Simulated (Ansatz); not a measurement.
`[CH3][Ge][Cl]` → `[CH2]` (triplet) + `[Cl][GeH]` at 600 K and 1 bar (formal loss of a carbene).

Program: Ansatz. Geometries: PBE0-D4/def2-TZVP. ΔE: electronic, gas phase. CCSD(T)/CBS is the MP2 limit (def2-TZVPP, def2-QZVPP) plus CCSD(T) − MP2 in def2-TZVPP, frozen cores. This one scheme is used for every species. Triplets are unrestricted, without spin–orbit coupling. For Ge outer-core shells are correlated without core-valence functions, which leaves a few kJ/mol of doubt a bond. Scalar relativity is left out up to krypton.

```csv
species,CCSD(T)/CBS energy (Eh),H − E (kJ/mol),S (J/(mol·K))
`[CH3][Ge][Cl]`,-2575.77362,135.1,365.9
`[CH2]` (triplet),-39.09499,66.5,220.8
`[Cl][GeH]`,-2536.49422,43.2,296.6
```

H − E and S are ideal-gas, rigid-rotor, harmonic terms from PBE0-D4/def2-TZVP, with the whole ground term of open shells counted as degenerate. 1 Eh = 2625.50 kJ/mol, R = 8.31446 J/(mol·K).

Task: By hand: ΔE, ΔH, ΔS and ΔG.

Result: ΔE = (-39.09499) + (-2536.49422) − (-2575.77362) = 0.18441 Eh = 484.2 kJ/mol. Δ(H − E) = 66.5 + 43.2 − 135.1 = -25.4, so ΔH = 458.8 kJ/mol. ΔS = 220.8 + 296.6 − 365.9 = 151.5 J/(mol·K). ΔG = 458.8 − 600 × (151.5)/1000 = 367.9 kJ/mol.

Task: By hand: the equilibrium constant, and the temperature at which ΔG would vanish if ΔH and ΔS stayed fixed.

Result: log₁₀ K = −ΔG/(RT ln 10) = -32.0. ΔG = 0 at ΔH/ΔS = 3028 K, far beyond where these terms or the molecules hold.

The number of gas molecules changes by +1, which sets the sign of ΔS. A doubt of 5 kJ/mol in ΔE shifts log₁₀ K by 0.4 here. A triplet takes part, so the spin changes. These are equilibria of isolated gas molecules and say nothing of rates. Largest T1 diagnostic: 0.013 (customary marks: 0.02 for closed shells, 0.045 for open ones).
